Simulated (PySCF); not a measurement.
The vertical singlet excitations below were computed for one of the candidates. The calculation used TDDFT PBE0/def2-SVPD, vertical, gas phase, core orbitals frozen in the response in PySCF 2.14.0, density-fitted response routines. Geometries: GFN2-xTB, one conformer each.

| state | E (eV) | f | main configurations (H = HOMO, L = LUMO) |
| --- | --- | --- | --- |
| S1 | 6.50 | 0.0004 | H→L+2 (42%), H→L (40%) |
| S2 | 6.64 | 0.035 | H-1→L (88%) |
| S3 | 6.68 | 0.0005 | H-1→L+3 (54%), H-2→L+2 (15%), H-3→L+5 (11%) |
| S4 | 6.69 | 0.0068 | H→L (54%), H→L+2 (20%), H→L+4 (10%) |
| S5 | 6.84 | 0.0057 | H-1→L+2 (48%), H→L+5 (16%), H-2→L+3 (14%) |
| S6 | 6.90 | 0.0004 | H-2→L+2 (35%), H-1→L+3 (26%), H→L+6 (11%) |

Orbital energies (eV): HOMO-3 -7.64, HOMO-2 -7.55, HOMO-1 -7.10, HOMO -7.08, LUMO 0.67, LUMO+1 1.03, LUMO+2 1.18.

Question: Which candidate is it? All have the formula C7H8.
A. `C#CC1=C[C@H]1CC`
B. `C#CC#CCCC`
C. `CC#CCC#CC`
D. `C#C/C=C(/C)C=C`
E. `C#CC=C1CCC1`

Answer: C. Its S1, at 6.50 eV, is the highest among the candidates; the nearest of the others has S1 at 5.42 eV. S1 is HOMO→LUMO+2 (42%), HOMO→LUMO (40%). Löwdin shares by element: HOMO (one of a set within 0.03 eV) carbon 72% or more (atoms not listed hold the other 28%); LUMO carbon 45% or more (atoms not listed hold the other 55%). At the same level the other candidates give, for their lowest levels:
- `C#CC=C1CCC1`: 5.42 eV (f 0.399); 5.47 eV (f 0.000); 6.00 eV (f 0.000); 6.39 eV (f 0.004); 6.88 eV (f 0.000); T1 3.31 eV; HOMO -6.59, LUMO -0.70 eV
- `C#CC#CCCC`: 4.77 eV (f 0.000); 4.98 eV (f 0.001); 4.98 eV (f 0.000); 6.82 eV (f 0.002); 6.83 eV (f 0.082); T1 3.81 eV; HOMO -7.14, LUMO -0.47 eV
- `C#CC1=C[C@H]1CC`: 4.64 eV (f 0.000); 5.01 eV (f 0.157); 5.86 eV (f 0.000); 6.00 eV (f 0.003); 6.64 eV (f 0.029); T1 3.03 eV; HOMO -6.89, LUMO -1.20 eV
- `C#C/C=C(/C)C=C`: 4.73 eV (f 0.527); 5.02 eV (f 0.000); 5.87 eV (f 0.000); 6.02 eV (f 0.074); 6.32 eV (f 0.014); T1 2.68 eV; HOMO -6.49, LUMO -1.47 eV
Triplets come from the Tamm–Dancoff approximation.
